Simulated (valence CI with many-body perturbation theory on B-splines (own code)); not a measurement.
# Te XL: electric-dipole lines

Method: valence CI with perturbative core correlation (CI+MBPT): three valence electrons over a frozen Dirac-Fock core [Ne], a basis of 11 s, 11 p, 9 d, 7 f, 5 g, 2 h, 1 i functions for each j, with the one-electron correlation potential Σ1 (screened to all orders), the two-electron term Σ2, the three-electron term Σ3, Breit, model QED; selected single and double excitations, second order for the rest (own B-spline code, finite nucleus).

The last digits are not significant, and no measured levels were compared; by estimate large intervals hold to a few tenths of a per cent, small ones and those within an open d or f shell to about a per cent.

Lines 201 to 250 of 288 in falling wavelength, among levels below 4398.2 × 10³ cm⁻¹, chosen from the strongest by gf and those to the six lowest levels. Wavelengths and rates use the calculated energies. Electric multipoles are in the length gauge, E1 and E2 with the static RPA response of the core. Weak lines are less certain than strong ones. Lines between different terms over intervals too small for the method are left out, as are lines whose strength nearly cancels. The highest levels of a list are the least certain.

Levels are named by their leading jj configuration (3d3/2^4 stands for four electrons in 3d with j = 3/2), which in mixed levels can hold well under half, so a name can repeat and another be missing. Letters in brackets count levels of one name in rising energy.

| λ vac (nm) | Upper | Lower | A (s⁻¹) | log gf | Branch % |
| --- | --- | --- | --- | --- | --- |
| 5.779 | (3s 3d3/2 3d5/2) J=5/2 [b] | (3s 3p1/2 3d5/2) J=5/2 [b] | 1.21e+11 | -0.44 | 33.7 |
| 5.765 | (3p1/2 3p3/2 3d3/2) J=1/2 [b] | (3p1/2^2 3p3/2) J=3/2 | 2.03e+11 | -0.69 | 57.9 |
| 5.759 | (3s 3d3/2^2) J=1/2 | (3s 3p1/2 3d3/2) J=1/2 | 1.58e+11 | -0.80 | 33.8 |
| 5.759 | (3s 3d3/2 3d5/2) J=5/2 [b] | (3s 3p1/2 3d5/2) J=3/2 | 5.20e+10 | -0.81 | 14.5 |
| 5.751 | (3p1/2 3p3/2 3d5/2) J=3/2 [a] | (3p1/2^2 3p3/2) J=3/2 | 5.28e+10 | -0.98 | 21.4 |
| 5.744 | (3s 3p3/2 3d3/2) J=3/2 [b] | (3s 3p1/2 3p3/2) J=3/2 [b] | 1.24e+11 | -0.61 | 33.0 |
| 5.728 | (3s 3p3/2 3d3/2) J=3/2 [a] | (3s 3p1/2 3p3/2) J=3/2 [a] | 1.74e+11 | -0.47 | 78.2 |
| 5.723 | (3s 3p3/2 3d3/2) J=5/2 [a] | (3s 3p1/2 3p3/2) J=3/2 [a] | 8.49e+10 | -0.60 | 31.1 |
| 5.719 | (3s^2 3d3/2) J=3/2 | (3s^2 3p1/2) J=1/2 | 3.59e+11 | -0.15 | 99.8 |
| 5.713 | (3s 3p3/2 3d3/2) J=1/2 [b] | (3s 3p1/2 3p3/2) J=1/2 | 1.73e+11 | -0.77 | 38.7 |
| 5.709 | (3s 3p3/2 3d3/2) J=1/2 [a] | (3s 3p1/2 3p3/2) J=3/2 [a] | 1.89e+11 | -0.73 | 95.4 |
| 5.708 | (3s 3d3/2 3d5/2) J=5/2 [a] | (3s 3p1/2 3d3/2) J=3/2 [b] | 2.70e+10 | -1.10 | 7.8 |
| 5.701 | (3s 3d3/2 3d5/2) J=5/2 [a] | (3s 3p1/2 3d5/2) J=5/2 [a] | 1.43e+11 | -0.38 | 41.1 |
| 5.697 | (3p1/2 3p3/2 3d5/2) J=5/2 [a] | (3p1/2^2 3p3/2) J=3/2 | 2.52e+10 | -1.13 | 12.6 |
| 5.635 | (3s 3d3/2^2) J=5/2 | (3s 3p1/2 3d3/2) J=5/2 | 1.76e+11 | -0.30 | 43.0 |
| 5.626 | (3s 3d3/2^2) J=3/2 | (3s 3p1/2 3d3/2) J=3/2 [a] | 7.95e+10 | -0.82 | 28.9 |
| 5.624 | (3s 3d3/2 3d5/2) J=3/2 [a] | (3s 3p1/2 3d5/2) J=5/2 [a] | 1.47e+11 | -0.56 | 45.1 |
| 5.618 | (3s 3p3/2 3d5/2) J=3/2 [a] | (3s 3p1/2 3p3/2) J=5/2 | 2.98e+08 | -3.25 | 0.2 |
| 5.543 | (3s 3p3/2 3d3/2) J=5/2 [b] | (3s 3p1/2 3p3/2) J=3/2 [b] | 1.26e+11 | -0.46 | 27.3 |
| 5.542 | (3s 3p3/2 3d5/2) J=5/2 [a] | (3s 3p1/2 3p3/2) J=5/2 | 1.16e+10 | -1.49 | 7.8 |
| 5.538 | (3p1/2 3p3/2 3d5/2) J=3/2 [b] | (3s 3p1/2 3d3/2) J=3/2 [a] | 1.16e+11 | -0.67 | 32.2 |
| 5.519 | (3s 3d5/2^2) J=9/2 | (3s 3p1/2 3d5/2) J=7/2 | 2.65e+10 | -0.92 | 14.4 |
| 5.508 | (3s 3p1/2 3d5/2) J=3/2 | (3s 3p1/2^2) J=1/2 | 6.19e+10 | -0.95 | 35.4 |
| 5.503 | (3s 3p3/2 3d3/2) J=1/2 [b] | (3s 3p1/2 3p3/2) J=3/2 [b] | 9.78e+06 | -5.05 | 0.0 |
| 5.377 | (3s 3p3/2 3d3/2) J=3/2 [b] | (3s 3p1/2 3p3/2) J=5/2 | 3.79e+08 | -3.18 | 0.1 |
| 5.363 | (3s 3p3/2 3d5/2) J=3/2 [a] | (3s 3p1/2 3p3/2) J=3/2 [a] | 3.45e+08 | -3.23 | 0.2 |
| 5.352 | (3p1/2 3p3/2 3d5/2) J=5/2 [b] | (3p1/2^2 3p3/2) J=3/2 | 3.24e+10 | -1.08 | 10.8 |
| 5.317 | (3s 3p3/2 3d5/2) J=7/2 [a] | (3s 3p1/2 3p3/2) J=5/2 | 5.17e+10 | -0.76 | 33.9 |
| 5.294 | (3s 3p3/2 3d5/2) J=5/2 [a] | (3s 3p1/2 3p3/2) J=3/2 [a] | 1.25e+09 | -2.50 | 0.8 |
| 5.284 | (3s 3d3/2 3d5/2) J=5/2 [a] | (3s 3p1/2 3d3/2) J=5/2 | 3.01e+10 | -1.12 | 8.6 |
| 5.243 | (3s 3p3/2 3d5/2) J=1/2 | (3s 3p1/2 3p3/2) J=3/2 [b] | 1.65e+10 | -1.87 | 5.8 |
| 5.200 | (3s 3p3/2 3d3/2) J=5/2 [b] | (3s 3p1/2 3p3/2) J=5/2 | 5.17e+09 | -1.90 | 1.1 |
| 5.143 | (3s 3p3/2 3d3/2) J=3/2 [b] | (3s 3p1/2 3p3/2) J=3/2 [a] | 4.36e+09 | -2.16 | 1.2 |
| 5.128 | (3s 3p3/2 3d5/2) J=3/2 [b] | (3s 3p1/2 3p3/2) J=3/2 [b] | 6.94e+07 | -3.96 | 0.0 |
| 5.092 | (3s 3p3/2 3d5/2) J=5/2 [b] | (3s 3p1/2 3p3/2) J=3/2 [b] | 3.80e+09 | -2.05 | 0.9 |
| 5.083 | (3s 3p3/2 3d5/2) J=7/2 [b] | (3s 3p1/2 3p3/2) J=5/2 | 1.74e+09 | -2.27 | 0.7 |
| 4.981 | (3s 3p3/2 3d3/2) J=5/2 [b] | (3s 3p1/2 3p3/2) J=3/2 [a] | 2.12e+07 | -4.32 | 0.0 |
| 4.949 | (3s 3p3/2 3d3/2) J=1/2 [b] | (3s 3p1/2 3p3/2) J=3/2 [a] | 2.60e+06 | -5.72 | 0.0 |
| 4.926 | (3s 3p3/2^2) J=1/2 | (3s^2 3p1/2) J=1/2 | 4.26e+09 | -2.51 | 2.2 |
| 4.877 | (3p1/2 3p3/2^2) J=3/2 | (3s 3p1/2^2) J=1/2 | 1.98e+10 | -1.55 | 5.5 |
| 4.867 | (3p1/2 3p3/2^2) J=1/2 | (3s 3p1/2^2) J=1/2 | 2.54e+09 | -2.74 | 1.2 |
| 4.833 | (3s 3p3/2 3d5/2) J=3/2 [b] | (3s 3p1/2 3p3/2) J=5/2 | 4.03e+09 | -2.25 | 1.1 |
| 4.833 | (3s 3p3/2^2) J=3/2 | (3s^2 3p1/2) J=1/2 | 3.91e+08 | -3.26 | 0.1 |
| 4.801 | (3s 3p3/2 3d5/2) J=5/2 [b] | (3s 3p1/2 3p3/2) J=5/2 | 5.85e+09 | -1.92 | 1.4 |
| 4.760 | (3p3/2^3) J=3/2 | (3s 3p1/2 3p3/2) J=3/2 [b] | 1.58e+09 | -2.67 | 0.3 |
| 4.738 | (3s 3p3/2 3d5/2) J=1/2 | (3s 3p1/2 3p3/2) J=3/2 [a] | 6.01e+08 | -3.39 | 0.2 |
| 4.643 | (3s 3p3/2 3d5/2) J=3/2 [b] | (3s 3p1/2 3p3/2) J=3/2 [a] | 8.98e+08 | -2.94 | 0.3 |
| 4.614 | (3s 3p3/2 3d5/2) J=5/2 [b] | (3s 3p1/2 3p3/2) J=3/2 [a] | 3.42e+09 | -2.18 | 0.8 |
| 4.599 | (3s 3p3/2 3d3/2) J=3/2 [a] | (3s 3p1/2^2) J=1/2 | 1.38e+09 | -2.76 | 0.6 |
| 4.588 | (3s 3p3/2 3d3/2) J=1/2 [a] | (3s 3p1/2^2) J=1/2 | 2.63e+08 | -3.78 | 0.1 |
